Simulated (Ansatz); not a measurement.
Diatomic KAl, closed-shell singlet (lowest of 2S+1 = 1, 3 at CCSD(T)/def2-TZVPP on PBE0 minima; our sources give no spin for the ground state, which may be another). No spin–orbit coupling. K is treated without relativity.

D_e counts from the fitted minimum to each atom's lowest state at the same level, without counterpoise. The singlet is restricted.

Correlated levels freeze the inner cores; with def2 sets outer-core shells near the valence are correlated too.

Programs: Ansatz (a quantum-chemistry and plane-wave program). Each number belongs to the level named beside it.

PBE/def2-TZVPP gives 60.9 kJ/mol for the bond energy D_e.

Task: Predict the shift from PBE, with its sign, for: r2SCAN/def2-TZVPP, PBE0/def2-TZVPP, wB97M-V/def2-TZVPP, B2PLYP/def2-TZVPP, CCSD(T)/def2-QZVPP.

Result: r2SCAN/def2-TZVPP -21.0; PBE0/def2-TZVPP -12.5; wB97M-V/def2-TZVPP -2.9; B2PLYP/def2-TZVPP -14.2; CCSD(T)/def2-QZVPP -2.2 kJ/mol. 0 of 5 lie above PBE; the widest gap is to r2SCAN/def2-TZVPP.

Doubts at one or more of the structures used: a restricted determinant that unrestricted orbitals would lower (B2PLYP/def2-TZVPP, CCSD(T)/def2-QZVPP).
